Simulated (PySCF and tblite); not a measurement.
Values are calculated unless marked as measured or tabulated.
C₆H₆BrF, numbered as in [CH2:1]=[CH:2]/[C:3]([F:4])=[C:5](/[Br:6])[CH:7]=[CH2:8].

The ensemble was built from 90 distance-geometry starts (ETKDG and KDG, MMFF94s, GFN2-xTB) and rests on GFN2-xTB geometries. Energies: PBE0-D3(BJ)/def2-SVP (IEF-PCM, dimethylsulfoxide), with GFN2-xTB thermal terms (modes under about 100 cm⁻¹ blended into free rotors). Symmetry numbers and mirror images are counted. Conformers within 3 kcal/mol (GFN2-xTB free energy) were kept, 10 at most. Of two unlike H on one atom, a is the less shielded (WP04/pcSseg-1 (IEF-PCM, dimethylsulfoxide)). Codes: tblite and PySCF.

An NOE distance is ⟨r⁻⁶⟩^(−1/6) over all pairs of like atoms and, for the average, over conformers.

Torsions listed: C1–C2–C3–F4, Br6–C5–C7–C8. Of a mirror pair one member is shown.

```csv
conformer,shape,weight %
1,"0°, 0°",99.0
2,"11°, -141°",0.8
3,"150°, -18°",0.2
```

Task: Which H–H contacts under 3.5 Å would NOEs report (pairs on one atom left out) at 298.15 K?

Result: 
```json
{"pair": "H2 ··· H7", "in 1 (Å)": "2.07", "in 2 (Å)": "3.65", "in 3 (Å)": "3.70", "average (Å)": "2.07"}
{"pair": "H7 ··· H8b", "in 1 (Å)": "2.42", "in 2 (Å)": "2.42", "in 3 (Å)": "2.43", "average (Å)": "2.42"}
{"pair": "H1b ··· H2", "in 1 (Å)": "2.44", "in 2 (Å)": "2.46", "in 3 (Å)": "2.42", "average (Å)": "2.44"}
{"pair": "H1a ··· H2", "in 1 (Å)": "3.06", "in 2 (Å)": "3.07", "in 3 (Å)": "3.07", "average (Å)": "3.06"}
{"pair": "H7 ··· H8a", "in 1 (Å)": "3.06", "in 2 (Å)": "3.06", "in 3 (Å)": "3.07", "average (Å)": "3.06"}
```

Longer pairs under the limit may be missing.
